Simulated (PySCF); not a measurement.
Zr(OH)3 (H₃O₃Zr), SMILES [OH][Zr+]([OH])[OH], charge +1, multiplicity 1. Atoms are numbered in the order given.

```xyz
7

Zr     0.0000     0.0000    -0.2278
O      1.5661     0.9042     0.2896
H      2.3158     1.3370     0.7211
O     -1.5661     0.9042     0.2896
H     -2.3158     1.3370     0.7211
O      0.0000    -1.8083     0.2896
H      0.0000    -2.6740     0.7211
```
Charge +1, spin multiplicity 1.

The structure is a stationary point at B3LYP-D3(BJ)/def2-SVP. The multiplicity is an assumed one; other spin states were not compared. The isomer is the one that the SMILES or the coordinates give; other isomers of the formula were not compared. The def2 effective core potentials stand for the cores of Zr; spin–orbit coupling is left out. Other conformers were not sampled.

All values below come from PBE/def2-TZVPD run with PySCF.

Symmetry labels are those of the subgroup Cs that the program uses (full group C3v).

Computed valence orbital energies around the gap with their symmetry:
```csv
orbital,symmetry,energy (eV)
HOMO−7,A',-17.55
HOMO−6,A",-17.55
HOMO−5,A",-13.88
HOMO−4,A',-13.88
HOMO−3,A',-13.27
HOMO−2,A',-13.25
HOMO−1,A",-13.25
HOMO,A",-12.72
LUMO,A',-8.63
LUMO+1,A",-7.11
LUMO+2,A',-7.11
LUMO+3,A',-5.55
```
